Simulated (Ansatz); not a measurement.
Consider the redistribution: `O[SiH2][AlH][SiH3]` + `C=[N][Al]1[O][C]1=C` → `C=N[SiH2][AlH][SiH3]` + `C=[C]1[O][Al]1[OH]`.

Isolated molecules relaxed with PBE0-D4/def2-TZVP in Ansatz; ΔE leaves out vibrations. CCSD(T)/CBS is the MP2 limit (def2-TZVPP, def2-QZVPP) plus CCSD(T) − MP2 in def2-TZVPP, frozen cores. DFT in def2-TZVPP. B3LYP here is the variant with VWN-RPA as its local correlation; programs differ in this. Each species was taken in one conformer, which may not be the lowest.

Is it downhill or uphill in electronic energy at CCSD(T)/CBS, and by how much? (An estimate is asked.)

Ansatz gave: Downhill: ΔE = -6.0 kcal/mol.

What do these levels give: r2SCAN-D4, B3LYP-D4, r2SCAN, PBE0, MP2/def2-QZVPP, SCS-MP2/def2-QZVPP? (Estimate.)

Ansatz gave: r2SCAN-D4 -5.3, B3LYP-D4 -5.4, r2SCAN -5.1, PBE0 -5.0, MP2/def2-QZVPP -6.9, SCS-MP2/def2-QZVPP -6.2 kcal/mol.

Largest T1 diagnostic among the species: 0.017.

In def2-TZVPP, CCSD(T) changes the Hartree–Fock value by −3.0 kcal/mol (the triples alone add −0.5 kcal/mol) and MP2 by −3.8 kcal/mol. The D4 term adds −0.9 kcal/mol with B3LYP and −0.5 kcal/mol with PBE0; it sums over pairs of atoms, weighted by their polarisabilities, and B3LYP, whose exchange is more repulsive, gets the larger term.
